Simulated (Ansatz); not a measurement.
Species: H₆BrN₃Si, SMILES `N[Si](N)(N)Br` (charge 0, multiplicity 1).

Give a relaxed geometry from B3LYP-D3(BJ)/def2-TZVP in Ansatz (a quantum-chemistry and plane-wave program).

This is not unique; one that fits is the end point of this relaxation, one of several conformers (outside a Z-matrix the atoms follow the SMILES, hydrogens last).
Bonds (Å): N1–Si2 1.708, N1–H6 1.008, N1–H7 1.006, Si2–N3 1.708, Si2–N4 1.700, Si2–Br5 2.265, N3–H8 1.008, N3–H9 1.006, N4–H10 1.007, N4–H11 1.007. Bond angles (°): Si2–N1–H6 120.8, Si2–N1–H7 121.2, H6–N1–H7 112.5, N1–Si2–N3 123.7, N1–Si2–N4 105.3, N1–Si2–Br5 102.7, N3–Si2–N4 105.4, N3–Si2–Br5 102.6, N4–Si2–Br5 118.2, Si2–N3–H8 120.7, Si2–N3–H9 121.0, H8–N3–H9 112.4, Si2–N4–H10 120.1, Si2–N4–H11 120.1, H10–N4–H11 112.2.
